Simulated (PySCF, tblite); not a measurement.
Isomers of C7H7PS. Method: GFN2-xTB as coded in tblite; computed harmonic values from a numerical Hessian at the method's own geometry, unscaled. This tight-binding method is rough: wavenumbers can miss measured ones by several per cent, in bad cases by 10 to 20. One conformer each.

Electronic energies: PBE0/pcSseg-1 single points on the GFN2-xTB geometries (PySCF, gas phase).

| SMILES | electronic energy, lowest = 0 (kJ/mol) |
| --- | --- |
| S=P12C=CC(C=C1)C=C2 | 0.0 |
| C#Cc1cpc(CC)s1 | 76.7 |
| C#Cc1pc(CC)cs1 | 74.9 |

Question: How do GFN2-xTB zero-point energies change the relative energies?

Answer: 
```csv
SMILES,ZPE (kJ/mol),of it from modes above 1550 cm⁻¹,electronic (kJ/mol),"with ZPE, lowest = 0 (kJ/mol)",lowest mode (cm⁻¹),rings
S=P12C=CC(C=C1)C=C2,304.7,157.9,0.0,0.0,157,3
C#Cc1pc(CC)cs1,299.2,142.1,74.9,69.4,35,1
C#Cc1cpc(CC)s1,299.3,142.1,76.7,71.3,40,1
```

The zero-point energies span 5.5 kJ/mol, from `C#Cc1pc(CC)cs1` to `S=P12C=CC(C=C1)C=C2`. The order is unchanged.

Question: And how do the electronic energies of GFN2-xTB itself compare?

Answer: `S=P12C=CC(C=C1)C=C2` 0.0; `C#Cc1pc(CC)cs1` 127.8; `C#Cc1cpc(CC)s1` 132.1 kJ/mol, lowest = 0. Against the energies above, taken from the same isomer `S=P12C=CC(C=C1)C=C2`, the largest difference is 55.4 kJ/mol.

Question: What do entropy and thermal enthalpy add at 298.15 K and 1 bar (rigid rotor, harmonic oscillator, one conformer each)?

Answer: 
| SMILES | point group | symmetry number | S (J/(mol K)) | H − H(0) (kJ/mol) | ZPE + H − H(0) − TS (kJ/mol) |
| --- | --- | --- | --- | --- | --- |
| S=P12C=CC(C=C1)C=C2 | C3v | 3 | 352.8 | 23.00 | 222.5 |
| C#Cc1pc(CC)cs1 | C1 | 1 | 416.9 | 28.87 | 203.8 |
| C#Cc1cpc(CC)s1 | C1 | 1 | 416.1 | 28.81 | 204.0 |
